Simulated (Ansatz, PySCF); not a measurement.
System: sum formula SiHCl, charge 0, multiplicity 1. 
Coordinates optimised at B3LYP-D3(BJ)/def2-TZVP (Ansatz, a quantum-chemistry and plane-wave program):
```
Si
H 1 1.5263
Cl 1 2.0943 2 94.91
```

Quantity: vertical ionisation energy (to the doublet state of charge +1; each state is the SCF solution reached for its spin; for the singlet the Hartree-Fock reference is unstable and T1 is 0.013), in eV. Valence correlation only, unless marked. Open shells are spin-unrestricted. No spin-orbit coupling. No relativistic terms. CBS(X,Y): correlation extrapolated as X^-3; Hartree-Fock from the larger set. The bracket is a focal-point correction in the basis named.

| level | program | vertical ionisation energy (eV) |
|---|---|---|
| HF/def2-TZVPPD | Ansatz | 8.65 |
| SVWN5/def2-TZVPD | Ansatz | 9.36 |
| B2PLYP/def2-TZVPD | Ansatz | 9.37 |
| MP2/def2-SVPD | Ansatz | 9.31 |
| MP2/aug-cc-pV(T+d)Z | Ansatz | 9.43 |
| MP2/CBS(def2-TZVPPD,def2-QZVPPD) | Ansatz | 9.52 |
| SCS-MP2/aug-cc-pV(D+d)Z | Ansatz | 9.37 |
| SCS-MP2/def2-SVPD | Ansatz | 9.37 |
| SCS-MP2/aug-cc-pV(T+d)Z | Ansatz | 9.51 |
| SCS-MP2/def2-TZVPPD | Ansatz | 9.49 |
| SCS-MP2/def2-QZVPPD | Ansatz | 9.56 |
| RI-MP2/CBS(def2-TZVPPD,def2-QZVPPD)+[CCSD(T)-MP2]/def2-SVPD | Ansatz | 9.61 |
| RI-MP2/CBS(aug-cc-pV(T+d)Z,aug-cc-pV(Q+d)Z)+[CCSD(T)-MP2]/aug-cc-pV(Q+d)Z | Ansatz | 9.61 |
| CCSD(T)/CBS(def2-TZVPPD,def2-QZVPPD) | Ansatz | 9.61 |
| CCSD(T)/CBS(aug-cc-pV(T+d)Z,aug-cc-pV(Q+d)Z) | Ansatz | 9.61 |

For comparison, minus the highest occupied orbital energy (PySCF): 6.11 eV at TPSS/def2-TZVPD, 6.07 eV at BP86/def2-TZVPD, 7.14 eV at PW6B95/def2-TZVPD.
